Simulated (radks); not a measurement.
Sr+, configuration [Kr] 5s1. Method: scalar-relativistic Kohn-Sham, r2SCAN, spin-polarised, spherical densities, finite nucleus; open shells are filled with parallel spins first (spin-orbit coupling, left out, can overturn this in heavy ions); meta-GGA in the generalised Kohn-Sham scheme; Fermi nuclear charge, rms radius 4.224 fm; computed with a radial shooting solver on a logarithmic mesh with Libxc functionals. Some entries of the table are withheld. Estimate them.

orbital  occ.  eigenvalue (hartree)  <r> (bohr)
1s up       1             -587.3375     0.03917
1s down     1             -587.3370     0.03917
2s up       1             -80.12688      0.1723
2s down     1             -80.12657      0.1723
2p up       3             -71.13848      0.1504
2p down     3             -71.13811      0.1504
3s up       1             -12.77152      0.4909
3s down     1             -12.77072      0.4909
3p up       3              -9.83808      0.4977
3p down     3              -9.83720      0.4977
3d up       5              -5.01340         (1)
3d down     5              -5.01236         (2)
4s up       1              -1.78510         (3)
4s down     1              -1.78200         (4)
4p up       3              -1.09642       1.563
4p down     3              -1.09281       1.555
5s up       1              -0.32201       3.914
4d up       0              -0.24622       2.883
5p up       0              -0.20646       4.715

Answer. 
(1) 3d up <r> (bohr): 0.4983
(2) 3d down <r> (bohr): 0.4982
(3) 4s up <r> (bohr): 1.359
(4) 4s down <r> (bohr): 1.361
